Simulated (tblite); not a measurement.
C7H7OP.
SMILES with atom numbers: `[CH3:1][c:2]1[cH:3][cH:4][c:5]([CH:6]=[O:7])[cH:8][p:9]1` (hydrogens: H10, H11, H12 on C1; H13 on C3; H14 on C4; H15 on C6; H16 on C8)

Structure used (GFN2-xTB), in Å, numbered top down from 1:
```xyz
16
C7H7OP angstrom
C      2.7713   -0.7299   -0.1208
C      1.2925   -0.4910   -0.0353
C      0.8152    0.8028   -0.1740
C     -0.5191    1.1512   -0.1158
C     -1.5368    0.2188    0.0916
C     -2.9251    0.7017    0.1341
O     -3.2674    1.8489    0.0022
C     -1.2859   -1.1361    0.2570
P      0.2716   -1.8868    0.2366
H      3.1556   -0.3984   -1.0855
H      3.0048   -1.7857    0.0014
H      3.2935   -0.1667    0.6526
H      1.5413    1.5898   -0.3392
H     -0.8135    2.1844   -0.2336
H     -3.6707   -0.1017    0.3041
H     -2.1351   -1.7924    0.4133
```

All values are computed: GFN2-xTB (tblite) harmonic vibrations without scaling, gas phase. Against measured fundamentals such values can be off by several per cent, at times by over 20. One conformer, not necessarily the lowest.

Harmonic wavenumbers (cm⁻¹): 58.6, 79.0, 122.7, 190.0, 247.3, 301.1, 305.1, 358.0, 407.9, 438.4, 574.1, 597.2, 692.3, 758.0, 783.5, 846.9, 864.4, 922.8, 927.8, 978.7, 1006.7, 1014.6, 1143.1, 1163.4, 1201.3, 1264.6, 1327.5, 1375.8, 1399.7, 1408.8, 1472.2, 1475.0, 1511.9, 1546.8, 1743.1, 2747.0, 2996.3, 3009.7, 3026.2, 3030.3, 3042.9, 3085.3.

A = 3346, B = 900.0, C = 712.4 MHz; mass 138.023 u (most abundant isotopes); point group Cs, symmetry number 1.

Q: What is the zero-point energy?

A: Half the sum of the wavenumbers: 25723 cm⁻¹ = 307.72 kJ/mol.

Q: Give the ideal-gas entropy at 400 K and 1 bar in the rigid-rotor, harmonic-oscillator model (classical rotation).

A: Translation 176.42, rotation 126.65, vibration 138.26: S = 441.3 J/(mol K).

Q: And Cp and H(400 K) − H(0)?

A: Cp = 179.78 J/(mol K), of which vibrations give 146.52 (their classical limit is 42 R = 349.2); H(400 K) − H(0) = 42.71 kJ/mol without the zero-point energy, 29.41 from vibrations.

Q: How do the functions run with temperature in this model?

A: 
```json
{"T (K)": "50", "S (J/(mol K))": "243.3", "Cp (J/(mol K))": "50.2", "H − H(0) (kJ/mol)": "1.99", "G − H(0) (kJ/mol)": "-10.18", "ln q(vib)": "0.35"}
{"T (K)": "100", "S (J/(mol K))": "284.2", "Cp (J/(mol K))": "70.0", "H − H(0) (kJ/mol)": "5.00", "G − H(0) (kJ/mol)": "-23.43", "ln q(vib)": "1.27"}
{"T (K)": "298.15", "S (J/(mol K))": "393.9", "Cp (J/(mol K))": "143.8", "H − H(0) (kJ/mol)": "26.19", "G − H(0) (kJ/mol)": "-91.26", "ln q(vib)": "5.54"}
{"T (K)": "373.15", "S (J/(mol K))": "429.2", "Cp (J/(mol K))": "170.7", "H − H(0) (kJ/mol)": "38.00", "G − H(0) (kJ/mol)": "-122.14", "ln q(vib)": "7.19"}
{"T (K)": "500", "S (J/(mol K))": "484.8", "Cp (J/(mol K))": "209.9", "H − H(0) (kJ/mol)": "62.24", "G − H(0) (kJ/mol)": "-180.15", "ln q(vib)": "9.99"}
{"T (K)": "750", "S (J/(mol K))": "580.9", "Cp (J/(mol K))": "263.4", "H − H(0) (kJ/mol)": "121.96", "G − H(0) (kJ/mol)": "-313.72", "ln q(vib)": "15.34"}
{"T (K)": "1000", "S (J/(mol K))": "661.7", "Cp (J/(mol K))": "297.0", "H − H(0) (kJ/mol)": "192.33", "G − H(0) (kJ/mol)": "-469.33", "ln q(vib)": "20.33"}
```

q(vib) and H(0) count from the zero-point level.

Q: What must be added to the electronic energy to get the Gibbs energy at 400 K and 1 bar?

A: ZPE + [H(400 K) − H(0)] − T·S = 307.72 + 42.71 − 176.53 = 173.90 kJ/mol.

Hindered rotation and anharmonicity are outside this model. Other conformers, if any are populated, would add a mixing term that is left out.
